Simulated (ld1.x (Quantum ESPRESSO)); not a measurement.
PBE TM dataset for Cl (Z = 17), scalar-relativistic all-electron reference.

ld1.x (Quantum ESPRESSO) 7.5 input, shortened:

```
&input
   title='Cl', zed=17., rel=1, dft='PBE', iswitch=3,
   config='[Ne] 3s1 3p6 3d-2'
 /
 &inputp
   pseudotype=2, tm=.true., lloc=2,
   nlcc=.true., new_core_ps=.true., rcore=1.10
 /
3
3S  1  0   1.00   0.00  1.20  1.20  0.0
3P  2  1   6.00   0.00  1.10  1.10  0.0
3D  3  2  -2.00   0.40  1.25  1.25  0.0
 &test
   configts(1)='3s1 3p6'
 /
```

(1) Estimate the cutoffs (Ry, on a coarse ladder) from which the occupation-weighted sum of valence levels, in a spherical-Bessel basis at the reference potential, stays within 10 and 1 mRy of its value at 400 Ry.

(2) Does the potential have ghost states?

(3) Which valence shell sets the plane-wave cutoff?

(4) Tests: 3s2 3p5; 3s2 3p4; 3s2 3p3; 3s2 3p1; 3s2 3p5.3; 3s1 3p5; 3s2 3p4.5. Which has the largest error in its energy relative to the reference configuration, and how large is it?

## Answers

(1) 90 Ry and 160 Ry.

(2) No extra level below or beside the all-electron valence levels (s, p, d, f tested).

(3) 3p: its level needs 100 Ry to come within 1 mRy, against 70 Ry for 3s.

(4) 3s2 3p1, with +346 meV (all-electron minus pseudo) on +117.72 eV.
